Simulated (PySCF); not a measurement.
**Correlation energy of Cu (copper, neutral)**

[Ar] 3d10 4s1, 2S determinant. Computed with PySCF 2.14 in ANO-RCC-VTZP, with the spin-free X2C one-electron Hamiltonian (Gaussian nucleus). Frozen: [Ne]; 19 electrons correlated.

MP2 pair energies summed by pair of shells (mhartree):

| pair | energy | share (%) |
| --- | --- | --- |
| 3d-3d | -492.31 | 54.3 |
| 3p-3d | -249.10 | 27.5 |
| 3p-3p | -54.88 | 6.1 |
| 3s-3d | -53.32 | 5.9 |
| 3s-3p | -25.54 | 2.8 |
| 3d-4s | -25.04 | 2.8 |
| 3s-3s | -3.82 | 0.4 |
| 3p-4s | -2.29 | 0.3 |
| 3s-4s | -0.25 | 0.0 |

Total MP2 correlation energy: -906.54 mhartree.

Same-spin part -315.80 and opposite-spin part -590.74 mhartree; SCS-MP2 scales them by 1/3 and 6/5 to -814.15 mhartree.
